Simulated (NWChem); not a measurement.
System: PbS, singlet; SMILES [S]=[Pb]

Input file for NWChem:

```
start job
memory heap 200 mb stack 900 mb global 1100 mb
geometry units angstroms noautosym nocenter noautoz
  Pb     0.000000     0.000000    -0.364301
  S      0.000000     0.000000     1.917423
end
basis spherical
  Pb library def2-svpd
  S library def2-svpd
end
ecp
  Pb library def2-ecp
end
dft
  xc b3lyp
  iterations 150
end
property
  response 1 0.0
end
task dft property
```

Low-valent species are run as closed-shell singlets; no triplet was tried in these runs. Coordinates come from a PBE0-D3(BJ)/def2-TZVP optimisation. def2 effective core potentials on Pb; no spin-orbit coupling.

Static field.

### Question
What results follow from this input? (B3LYP/def2-SVPD with def2 effective core potentials on Pb.) Quantities: isotropic polarisability (bohr³); anisotropy (bohr³).

### Answer
```
Property                          Value
--------------------------------  -----
isotropic polarisability (bohr³)   67.1
anisotropy (bohr³)                 46.0
```
